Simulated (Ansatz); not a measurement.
Relaxation of H$_{6}$N$_{2}$SSn (10 atoms, charge 0, multiplicity 1), to a largest force component of 0.015 eV/Å in at most 40 steps.

Method: Ansatz, RKS PBE0/def2-SVP.

```xyz
10
Properties=species:S:1:pos:R:3
N -1.573 0.556 -0.561
Sn 0.270 0.037 0.006
N 0.115 -1.508 1.345
S 1.599 -0.668 -1.932
H -1.506 1.401 -1.243
H -2.099 0.985 0.279
H 1.109 1.404 0.758
H -0.313 -1.119 2.189
H 1.128 -1.706 1.703
H 1.353 0.566 -2.541
```

Task: Where does it end, and by what steps?

Result: The run converged. The force dipped under the threshold on the way, but the program's further checks kept it going. After 28 steps the energy has fallen by 0.591 eV; H5 moved furthest, 1.62 Å.

| step | energy less start (eV) | largest force component (eV/Å) | accepted |
| --- | --- | --- | --- |
| 0 | 0.0000 | 2.983 | yes |
| 1 | -0.3171 | 1.215 | yes |
| 2 | -0.3778 | 0.655 | yes |
| 3 | -0.3981 | 0.342 | yes |
| 4 | -0.4585 | 0.205 | yes |
| 5 | -0.5027 | 0.282 | yes |
| 6 | -0.5209 | 0.175 | yes |
| 7 | -0.4901 | 0.534 | no |
| 8 | -0.5339 | 0.076 | yes |
| 9 | -0.5406 | 0.073 | yes |
| 10 | -0.5456 | 0.384 | yes |
| 11 | -0.5335 | 0.933 | no |
| 12 | -0.5559 | 0.153 | yes |
| 13 | -0.5622 | 0.212 | yes |
| 14 | -0.5639 | 0.476 | yes |
| 15 | -0.5833 | 0.130 | yes |
| 16 | -0.5851 | 0.166 | yes |
| 17 | -0.5894 | 0.081 | yes |
| 18 | -0.5760 | 0.479 | no |
| 19 | -0.5889 | 0.065 | no |
| 20 | -0.5899 | 0.048 | yes |
| 21 | -0.5897 | 0.145 | no |
| 22 | -0.5904 | 0.015 | yes |
| 23 | -0.5908 | 0.060 | yes |
| 24 | -0.5910 | 0.027 | yes |
| 25 | -0.5911 | 0.002 | yes |
| 26 | -0.5911 | 0.006 | yes |
| 27 | -0.5910 | 0.037 | no |
| 28 | -0.5911 | 0.001 | yes |

```xyz
10
Properties=species:S:1:pos:R:3
N -1.650 0.856 -0.089
Sn 0.282 0.250 0.074
N 0.119 -1.455 1.163
S 1.381 -0.520 -1.956
H -2.245 0.152 -0.524
H -1.768 1.723 -0.611
H 1.175 1.582 0.696
H -0.274 -1.312 2.091
H 0.997 -1.961 1.260
H 2.066 0.635 -2.102
```

Whether the end is a true minimum wasn't checked by a vibrational analysis.

Time of the run: 82 s on 2 threads of Intel(R) Xeon(R) Platinum 8488C (Sapphire Rapids), with other jobs on the host, peak memory 0.26 GiB.
